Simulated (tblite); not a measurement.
C8H17P.
Cartesian coordinates in Å at the GFN2-xTB level; atoms count from 1:
```xyz
26
C8H17P angstrom
C     -1.9771    1.4066    0.0485
C     -1.7210   -0.0688   -0.2396
C     -2.9456   -0.8976    0.1350
P     -0.2341   -0.6671    0.7447
C     -0.0036   -2.3092   -0.0840
C      1.1159    0.2192   -0.1873
C      2.5426   -0.2577    0.1494
C      2.9768    1.2040    0.3155
C      1.5030    1.6280    0.3018
H     -2.8587    1.7514   -0.4908
H     -1.1307    2.0167   -0.2552
H     -2.1456    1.5592    1.1129
H     -1.5058   -0.1967   -1.3090
H     -3.8279   -0.5261   -0.3843
H     -2.8107   -1.9438   -0.1294
H     -3.1272   -0.8339    1.2066
H     -0.1013   -2.2252   -1.1659
H     -0.7385   -3.0156    0.2958
H      0.9872   -2.6852    0.1631
H      0.9126    0.1930   -1.2622
H      2.5835   -0.8114    1.0874
H      3.0543   -0.8293   -0.6227
H      3.5336    1.4381    1.2204
H      3.5284    1.5782   -0.5454
H      1.1172    1.8404    1.2979
H      1.2517    2.4554   -0.3599
```

Level: GFN2-xTB in tblite, geometry and Hessian alike; calculated harmonic values, unscaled, isolated species. This tight-binding method is rough: wavenumbers can miss measured ones by several per cent, in bad cases by 10 to 20. One conformer, not necessarily the lowest.

Harmonic wavenumbers (cm⁻¹): 41.2, 64.1, 93.7, 124.7, 165.0, 177.0, 194.8, 219.9, 237.3, 263.6, 280.9, 334.2, 348.9, 418.3, 593.7, 656.6, 726.7, 757.8, 811.5, 842.6, 867.1, 874.3, 932.2, 937.0, 981.2, 984.0, 994.8, 1036.1, 1040.4, 1056.8, 1063.5, 1106.7, 1131.6, 1168.2, 1186.1, 1189.4, 1213.1, 1223.1, 1243.1, 1251.1, 1262.0, 1269.5, 1291.4, 1317.0, 1405.5, 1417.6, 1443.5, 1461.9, 1471.3, 1472.3, 1491.3, 1493.8, 1496.7, 1502.0, 1507.1, 2872.6, 2907.1, 2981.3, 2982.6, 2987.4, 2999.8, 3000.6, 3005.3, 3009.9, 3010.6, 3012.9, 3014.2, 3019.7, 3021.3, 3026.1, 3035.8, 3048.8.

A = 2307, B = 902.5, C = 700.0 MHz; mass 144.107 u (most abundant isotopes); point group C1, symmetry number 1.

Task: Zero-point energy?

Result: ½Σν̃ = 50536 cm⁻¹ = 144.49 kcal/mol.

Task: What is S at 400 K and 1 bar for an ideal gas of classical rigid rotors and harmonic oscillators?

Result: Translation 42.29, rotation 30.66, vibration 49.95: S = 122.9 cal/(mol K).

Task: And Cp and H(400 K) − H(0)?

Result: Cp = 59.23 cal/(mol K), of which vibrations give 51.28 (their classical limit is 72 R = 143.1); H(400 K) − H(0) = 13.50 kcal/mol without the zero-point energy, 10.32 from vibrations.

Task: Which modes carry the vibrational entropy at 400 K?

Result: 41.2 cm⁻¹: 5.78; 64.1 cm⁻¹: 4.91; 93.7 cm⁻¹: 4.16; 124.7 cm⁻¹: 3.60; 165.0 cm⁻¹: 3.05; 177.0 cm⁻¹: 2.92 cal/(mol K); the other 66 give 25.54 together.

Task: Blend soft modes into free rotors: weight 1/[1 + (100 cm⁻¹/ν̃)⁴] for the oscillator and the rest for a rotor with moment μB/(μ + B), μ = h/(8π²ν), B = 10⁻⁴⁴ kg m². What vibrational entropy results?

Result: 46.29 cal/(mol K) in place of 49.95, which changes −T·S at 400 K by +1.46 kcal/mol.

Task: What must be added to the electronic energy to get the Gibbs energy at 400 K and 1 bar?

Result: ZPE + [H(400 K) − H(0)] − T·S = 144.49 + 13.50 − 49.16 = 108.83 kcal/mol.

Task: How do the functions run with temperature in this model?

Result: 
```
T (K)  S (cal/(mol K))  Cp (cal/(mol K))  H − H(0) (kcal/mol)  G − H(0) (kcal/mol)  ln q(vib)
  100             72.8              22.5                 1.45                -5.83       2.17
  200             92.0              33.6                 4.28               -14.12       5.58
  300            107.9              45.9                 8.24               -24.12       8.90
  500            137.4              71.3                20.04               -48.69      15.40
  800            177.1              97.4                45.66               -96.03      24.92
 1000            200.1             109.0                66.35              -133.79      30.95
```

q(vib) and H(0) count from the zero-point level.

Hindered rotation and anharmonicity are outside this model. Other conformers, if any are populated, would add a mixing term that is left out. The structure is chiral; the term R ln 2 for an equal mix with its mirror image is left out.

The run took 2.2 s on one thread of an Arm Neoverse N1, shared host with 64 logical CPUs at a one-minute load of 54. This covers the Hessian and the dipole derivatives.
